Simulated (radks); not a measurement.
Values are calculated unless marked as measured or tabulated.
Problem. Species: Nb4+. Configuration: [Kr] 4d1 (the NIST ground configuration). Code: a radial shooting solver on a logarithmic mesh with Libxc functionals. Model: scalar-relativistic Kohn-Sham, SCAN, spin-unpolarised, spherical densities, finite nucleus; meta-GGA in the generalised Kohn-Sham scheme; Fermi nuclear charge, rms radius 4.324 fm. Some entries of the table are withheld. Estimate them.

orbital,occ.,eigenvalue (hartree),<1/r> (bohr^-1)
1s,2,(1),42.39
2s,2,-99.11671,(2)
2p,6,(3),9.272
3s,2,-18.17194,3.263
3p,6,-14.68966,3.096
3d,10,-9.03102,2.856
4s,2,(4),(5)
4p,6,(6),1.067
4d,1,-1.57417,0.8197

Solution. 
(1) 1s eigenvalue (hartree): -694.4706
(2) 2s <1/r> (bohr^-1): 9.543
(3) 2p eigenvalue (hartree): -88.57618
(4) 4s eigenvalue (hartree): -3.86709
(5) 4s <1/r> (bohr^-1): 1.188
(6) 4p eigenvalue (hartree): -2.92960
